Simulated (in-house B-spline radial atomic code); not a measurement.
A calculation on neutral promethium (an excited or competing configuration): its settings, and results tabulated from the run. Computed with a radial B-spline atomic code at the basis-set limit: Dirac-Hartree-Fock, average of the jj configuration, Fermi nucleus of rms radius 4.962 fm.

In the input, a minus or plus after the letter marks the j = l - 1/2 or j = l + 1/2 subshell.

Command:
```bash
python run_scf.py task.json out
```
Settings (nuclear radius in fm, mass in u):
```
Z                61
configuration    1s2 2s2 2p6 3s2 3p6 3d10 4s2 4p6 4d-3 4d+6 4f-3 4f+2 5s2 5p6 5d+1 6s2
hamiltonian      dirac
method           hf
spin_polarised   False
nucleus          fermi
rms_radius       4.962
atomic_mass      144.91276
speed_of_light   137.035999084
```

Output (hartree, bohr):
```
 radial grid: 77 intervals, B-splines of order 8, outer radius 50 bohr

 iter        energy (Eh)    residual
    1       -9994.621353    6.28e-01
    2      -10002.755071    6.66e-01
    3      -10016.252077    1.50e-01
    4      -10017.149762    4.79e-02
    5      -10017.263507    1.22e-02
    6      -10017.275748    5.81e-03
    7      -10017.277278    2.87e-03
    8      -10017.277970    6.43e-04
    9      -10017.278017    1.66e-04
   10      -10017.278020    2.52e-05
   11      -10017.278021    4.09e-06
   12      -10017.278021    6.10e-07

 total energy                    -10017.27802
 kinetic                           10830.5981
 electron-nucleus                 -24495.2587
 electron-electron                  3647.3826

 first-order corrections (not in the total)
   Gaunt                             9.8167
   retardation                      -1.0281
   frequency dependence             -0.1230
   self-energy                       6.8145
   Uehling                          -1.0512
   Wichmann-Kroll                    0.0306
   recoil                            0.0248

 orbital      occ     eigenvalue          <r>       <r^2>       <1/r>     <1/r^2>       r_max    small
 1s1/2      2.000     -1670.7057    0.0231751 0.000731504     67.4192     10224.7     0.01479  5.13e-02
 2s1/2      2.000      -276.2243    0.0983478   0.0114782     16.0118     1268.39     0.08386  1.13e-02
 2p1/2      2.000      -260.9170    0.0825281  0.00840775     15.9507      402.57     0.06378  1.13e-02
 2p3/2      4.000      -240.2885    0.0890066  0.00964846     14.2882     278.194     0.06928  1.05e-02
 3s1/2      2.000       -62.3564     0.259031   0.0768047      5.8309     270.437      0.2381  3.54e-03
 3p1/2      2.000       -55.7888     0.249121   0.0721476     5.73263     86.3185      0.2255  3.47e-03
 3p3/2      4.000       -51.5360     0.261405   0.0792457     5.31941     60.5646      0.2371  3.27e-03
 3d3/2      4.000       -40.2633     0.233745   0.0643871     5.16898     33.4726      0.1899  3.12e-03
 3d5/2      6.000       -39.3643      0.23709    0.066055     5.07303     31.9423       0.193  3.07e-03
 4s1/2      2.000       -13.4535     0.590993    0.393691     2.40761     62.6101      0.5511  1.09e-03
 4p1/2      2.000       -10.8132     0.606956    0.418544     2.29973     19.5144      0.5584  1.01e-03
 4p3/2      4.000        -9.9347      0.63303    0.455049     2.17058     13.9111      0.5823  9.53e-04
 4d3/2      3.000        -5.6921     0.678364    0.533285     1.95285     6.93635      0.5972  8.00e-04
 4d5/2      6.000        -5.4518     0.687843    0.547633     1.91494      6.5519      0.6048  7.76e-04
 4f5/2      3.000        -0.6692     0.905266     1.04328     1.42092     2.62516       0.626  4.57e-04
 4f7/2      2.000        -0.6944     0.905811     1.04313      1.4167     2.60162      0.6294  4.55e-04
 5s1/2      2.000        -2.0877      1.43075     2.29775    0.921057     10.4676       1.283  2.25e-04
 5p1/2      2.000        -1.2752      1.59397     2.87679    0.820605     2.96192       1.395  1.83e-04
 5p3/2      4.000        -1.1447      1.68347      3.2139    0.770141     2.07755       1.464  1.65e-04
 5d5/2      1.000        -0.2293      2.76972     9.19174     0.46967    0.491904       2.082  6.22e-05
 6s1/2      2.000        -0.1919      4.43821     22.4286    0.280273    0.847501       3.708  2.13e-05
```

Time taken, with all properties: 1.6 s on 1 thread of AMD EPYC 9R14, on a shared host.

For the Dirac Hamiltonian the kinetic term is c α·p + (β - 1)c².
